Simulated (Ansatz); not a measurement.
Program: Ansatz. Geometries: PBE0-D4/def2-TZVP. ΔE: electronic, gas phase. CCSD(T)/CBS is the MP2 limit (def2-TZVPP, def2-QZVPP) plus CCSD(T) − MP2 in def2-TZVPP, frozen cores. DFT in def2-TZVPP. Elements past krypton have def2 core potentials. For Te outer-core shells are correlated without core-valence functions, which leaves a few kJ/mol of doubt a bond. Each species was taken in one conformer, which may not be the lowest.

Reaction (isomerisation): `CC(=O)[Te][SiH3]` → `[SiH3]O/C=C\[TeH]`

```
            species  PBE0-D4 energy (Eh)
 `CC(=O)[Te][SiH3]`           -712.36457
`[SiH3]O/C=C\[TeH]`           -712.34075
```

Work out ΔE.

ΔE = (-712.34075) − (-712.36457) = 0.02382 Eh = +14.9 kcal/mol. CCSD(T)/CBS gives +10.5 kcal/mol.

Largest T1 diagnostic among the species: 0.015.

In def2-TZVPP, CCSD(T) changes the Hartree–Fock value by +3.6 kcal/mol (the triples alone add +1.5 kcal/mol) and MP2 by +4.9 kcal/mol. From PBE to PBE0 (25 % exact exchange), in def2-TZVPP and without D4, ΔE moves by −2.8 kcal/mol.
